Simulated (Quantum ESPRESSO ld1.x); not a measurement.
Problem. These are the eigenvalues of the occupied orbitals of an atom or ion with whole-number occupations (eV). All-electron calculation, scalar-relativistic Kohn-Sham, LDA (Slater exchange, VWN5 correlation), spin-polarised, spherical densities, point nucleus. Program: ld1.x of Quantum ESPRESSO 7.5.

orbital  eigenvalue
1s up      -73918.8
1s down    -73910.7
2s up      -16304.6
2s down    -16297.9
2p up      -14834.7
2p down    -14826.4
3s up      -6471.68
3s down    -6452.24
3p up      -6036.14
3p down    -6016.59

Which element is it, and in what charge state? The configuration may be excited. Open shells, if any, are filled with parallel spins first.

Solution. Z = 74, tungsten, charge +58: W58+ in [Ne] 3s2 3p4. The list shows which subshells hold electrons but not how many an open one holds; the 1s level, -2716.5 hartree, gives Z - s = 73.7 by -(Z - s)^2/2, which with screening and relativity narrows Z to a few neighbours, and the depths of the outer levels then fix element, charge and occupations together.
